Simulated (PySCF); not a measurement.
# Broadened absorption spectrum of CH4GeOS

Compound: CH4GeOS.
InChI=1S/CH4GeOS/c3-1-2-4/h1,4H,2H2

Level of theory: TDDFT CAM-B3LYP/def2-SVPD, vertical, gas phase, core orbitals frozen in the response in PySCF. One conformer (not necessarily the lowest) at the PBE0-D3(BJ)/def2-SVP geometry, without solvent, vibrations or thermal averaging. Relativistic effects, spin–orbit coupling among them, are left out although an element past zinc is present. Torsions of this conformer, `[O:1]=[CH:2][GeH2:3][SH:4]`: O1–C2–Ge3–S4 2°, H–S4–Ge3–C2 -2°.

Broadening: Gaussians 0.5 eV wide at half height, area fixed by f = 4.319×10⁻⁹ ∫ε dν̃. The width is an assumption, not a result. The curve ends short of the highest state used, and states not computed would add to its high-energy end.

(E (eV), ε (L mol⁻¹ cm⁻¹)): (2.73, 0), (2.87, 0), (3.02, 2), (3.16, 8), (3.31, 17), (3.45, 24), (3.60, 20), (3.74, 11), (3.88, 4), (4.03, 1), (4.17, 0), (4.32, 0), (4.46, 0), (4.61, 4), (4.75, 22), (4.90, 84), (5.04, 190), (5.19, 320), (5.33, 481), (5.48, 808), (5.62, 1150), (5.77, 1180), (5.91, 879), (6.06, 588), (6.20, 490), (6.35, 523), (6.49, 870), (6.64, 1915), (6.78, 3477), (6.93, 5680)

Problem. Locate the maxima and give the states behind the curve.

Solution. 357 nm (3.48 eV), ε about 24, made up of S1 (100%); 217 nm (5.71 eV), ε about 1200, made up of S3 (96%) (ε in L mol⁻¹ cm⁻¹; maxima over ε = 5, shares over 10%). At its high-energy end, 6.93 eV, the curve is still rising (ε about 5700, from S7 and S9). The states used: S1 3.48 eV (f 0.0004); S2 5.22 eV (f 0.0048); S3 5.70 eV (f 0.022); S4 6.18 eV (f 0.0060); S5 6.42 eV (f 0.0021); S6 6.80 eV (f 0.0094); S7 6.88 eV (f 0.045); S8 6.94 eV (f 0.0003); S9 7.26 eV (f 0.175); S10 7.53 eV (f 0.015).

Problem. On this curve, what absorbance would a 10⁻⁴ mol/L sample give at 193 nm over a 1 cm path?

Solution. 193 nm is 6.424 eV, where ε is about 650 L mol⁻¹ cm⁻¹, so A = ε c l ≈ 0.065 (Beer–Lambert, with the gas-phase spectrum and the assumed width).

Problem. Coming from long wavelengths, where does ε first pass 100 L mol⁻¹ cm⁻¹?

Solution. At about 252 nm (4.93 eV), 1.45 eV above S1.

Problem. What would ε be at 5.71 eV, the highest of these maxima, with half the width (0.25 eV)?

Solution. About 2360 L mol⁻¹ cm⁻¹ against 1230, a factor of about 1.9; a lone state at its own centre would give exactly 2.

The vertical ionisation energy (ΔSCF) is 9.67 eV, 2.14 eV above S10.
